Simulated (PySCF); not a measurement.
# Löwdin shares of the frontier orbitals

Compound: C5H12Si2.
Z-matrix (Å and degrees, PBE0-D3(BJ)/def2-SVP geometry), rows numbered from 1:
```
Si
C   1  1.8800
Si  2  1.8822  1  115.05
C   3  1.9034  2  113.83  1   174.19
C   4  1.5064  3  102.61  2  -119.15
C   5  1.3414  4  119.46  3     0.46
C   6  1.5064  5  119.51  4     0.15
H   1  1.4967  2  110.41  3   -58.23
H   1  1.4959  2  110.35  3    61.21
H   1  1.4963  2  111.45  3  -178.37
H   2  1.1041  1  108.40  3  -122.41
H   2  1.1042  1  108.88  3   121.52
H   3  1.4976  2  109.03  1   -59.60
H   4  1.1046  3  112.49  2     0.78
H   4  1.1037  3  112.88  2   120.55
H   5  1.0962  4  119.84  3  -179.68
H   6  1.0962  5  120.69  4   179.93
H   7  1.1049  3  112.42  2    -0.01
H   7  1.1035  3  113.11  2  -119.66
```

Theory: PySCF, TDDFT B3LYP/def2-SVPD, vertical, gas phase, core orbitals frozen in the response.

Kohn–Sham orbitals with the atoms that hold most of them (Löwdin shares over 4%, at most four atoms; ? is withheld):

```tsv
orbital	ε (eV)	atoms
LUMO+2	0.49	Si1 21%, Si3 14%, H10 9%, C4 8%
LUMO+1	0.22	Si1 16%, C5 15%, C6 13%, C2 7%
LUMO	0.16	C6 20%, C5 17%, Si1 12%, Si3 6%
HOMO	?	?
HOMO-1	-7.89	?
HOMO-2	-8.24	C2 22%, C7 20%, Si3 19%, C6 8%
HOMO-3	-8.68	Si3 26%, H13 26%, C2 14%, C7 5%
```

Question: Give the leading atoms of the HOMO-1.

Answer: C4 (bonded to C, Si and 2 H) 28%; Si3 (bonded to 3 C and H) 18%; C7 (bonded to C, Si and 2 H) 14%; C2 (bonded to 2 Si and 2 H) 9%. By element: carbon 51% or more, silicon 18% or more.

Question: Which atoms hold the HOMO, and with what shares?

Answer: C5 (bonded to 2 C and H) 33%; C6 (bonded to 2 C and H) 33%; C7 (bonded to C, Si and 2 H) 8%; C4 (bonded to C, Si and 2 H) 8%.

Question: What is the HOMO energy, and the HOMO–LUMO gap?

Answer: ε(HOMO) = -6.84 eV; the gap is 6.99 eV (0.2570 hartree).

Question: The HOMO–LUMO gap is 6.99 eV. Where does the response calculation put the lowest singlet, and from which orbitals?

Answer: S1 is at 6.27 eV (f = 0.0018), 0.72 eV below the gap, made of HOMO→LUMO (36%), HOMO→LUMO+1 (33%), HOMO→LUMO+3 (18%). Without the coupling terms of the response equations the lowest excitation would equal the gap.

Next come S2 at 6.53 eV (f 0.0060), HOMO→LUMO+2 (52%), HOMO→LUMO+1 (32%), HOMO→LUMO+3 (13%); S3 at 6.59 eV (f 0.020), HOMO→LUMO+3 (56%), HOMO→LUMO (22%), HOMO→LUMO+2 (12%); S4 at 6.86 eV (f 0.089), HOMO→LUMO (29%), HOMO→LUMO+1 (22%), HOMO→LUMO+2 (21%); S5 at 6.91 eV (f 0.0047), HOMO-1→LUMO (60%), HOMO-1→LUMO+1 (31%).

Löwdin shares depend on the basis, the more so with diffuse functions.

One conformer stands for the species.
